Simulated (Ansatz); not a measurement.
Input file for CH6ClFSi2, SMILES `FC([SiH3])([SiH3])Cl`:

```yaml
crystal:
  periodic: [false, false, false]
  atoms:
    - {symbol: F, position_ang: [-1.645730, 0.964198, 0.105095]}
    - {symbol: C, position_ang: [-0.330241, 0.591563, -0.121495]}
    - {symbol: Si, position_ang: [0.514486, 0.250011, 1.555252]}
    - {symbol: Si, position_ang: [-0.298569, -0.820037, -1.405273]}
    - {symbol: Cl, position_ang: [0.526765, 1.986552, -0.861060]}
    - {symbol: H, position_ang: [0.441565, 1.480403, 2.377161]}
    - {symbol: H, position_ang: [1.920457, -0.134674, 1.284731]}
    - {symbol: H, position_ang: [-0.200304, -0.869993, 2.219252]}
    - {symbol: H, position_ang: [-1.042026, -1.977719, -0.845567]}
    - {symbol: H, position_ang: [1.118074, -1.190699, -1.636902]}
    - {symbol: H, position_ang: [-0.939178, -0.336805, -2.650594]}
basis:
  gaussian: {orbitals: def2-SVP}
correlation: {method: ccsd_t}
```

```sh
$ ansatz run in.yaml --threads 4 --pin off --events-out ev --progress --plain --max-ram 10444MiB
```

Log, shortened:

```
Functional definition: HF
1070 factors; integrals over basis functions are off by at most 1.2e-3 eV
mean field evaluation 1: about -32044.1209 eV, gradient 2.7e1 eV
mean field evaluation 2: about -32044.1712 eV, gradient 2.7e1 eV
mean field evaluation 4: about -32046.5847 eV, gradient 3.5e0 eV
mean field evaluation 8: about -32046.6428 eV, gradient 1.4e-1 eV
mean field -32046.64287630 eV, -1177.6924037095 hartree, gradient 9.7e-7 eV, S^2 0.000000; 0 other end points of the search recorded, 0 dependent functions left out
17 core orbitals not correlated: weight in the atoms' cores, before any rotation towards them, 1.000 or more for the frozen orbitals, at most 0.000 for the correlated occupied ones
reference -32046.64287630 eV, -1177.6924037095 hartree; 16, 16 occupied and 79, 79 virtual orbitals, 1070 factors
second order -17.92749570 eV of doubles, -0.00000000 eV of singles
cycle   1  -18.98717432 eV  change    -1.1e0 eV  update   1.1e-1
cycle   2  -19.54811425 eV  change   -5.6e-1 eV  update   3.2e-2
cycle   3  -19.67177146 eV  change   -1.2e-1 eV  update   1.6e-2
cycle   4  -19.66785138 eV  change    3.9e-3 eV  update   3.8e-3
cycle   5  -19.66611565 eV  change    1.7e-3 eV  update   1.5e-3
cycle   6  -19.66606761 eV  change    4.8e-5 eV  update   4.2e-4
cycle   7  -19.66588054 eV  change    1.9e-4 eV  update   1.5e-4
cycle   8  -19.66585766 eV  change    2.3e-5 eV  update   5.0e-5
cycle   9  -19.66587695 eV  change   -1.9e-5 eV  update   1.9e-5
perturbative correction -0.49782815 eV, -0.0182948469 hartree
Total energy: -32066.80658140 eV, -1178.4334062042 hartree
```

Hardware: 4 threads of an AMD EPYC 9R45 on a shared host. Wall time 2.3 s, peak host memory 0.52 GiB.

MP2 recovers 88.9 % of the CCSD(T) correlation energy and the triples give 2.5 %; T1 = 0.0118.
